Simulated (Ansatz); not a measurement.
AlFGeH$_{4}$ (`[F][AlH][GeH3]`) at its PBE0-D4/def2-TZVP geometry, where that method's forces vanish. The species carries charge 0 and has multiplicity 1.

```xyz
7

F     1.7855   -1.6378    0.9382
Al    1.2490   -0.6111   -0.2400
Ge   -0.9254    0.4920    0.1477
H     2.1803   -0.4552   -1.5079
H    -2.0700   -0.3378   -0.4668
H    -1.2395    0.6681    1.6430
H    -0.9799    1.8818   -0.5143
```

(1) What forces (eV/Å) does PBE-D4/def2-TZVPP give on these atoms in the Gaussian-basis code of Ansatz? (Best estimate.)

Answers

(1) The calculation gave: 
```
F1   0.161 -0.310  0.358
Al2 -0.184  0.268 -0.267
Ge3  0.124 -0.053 -0.009
H4   0.077  0.014 -0.105
H5  -0.118 -0.072 -0.056
H6  -0.043  0.020  0.141
H7  -0.017  0.132 -0.063
```
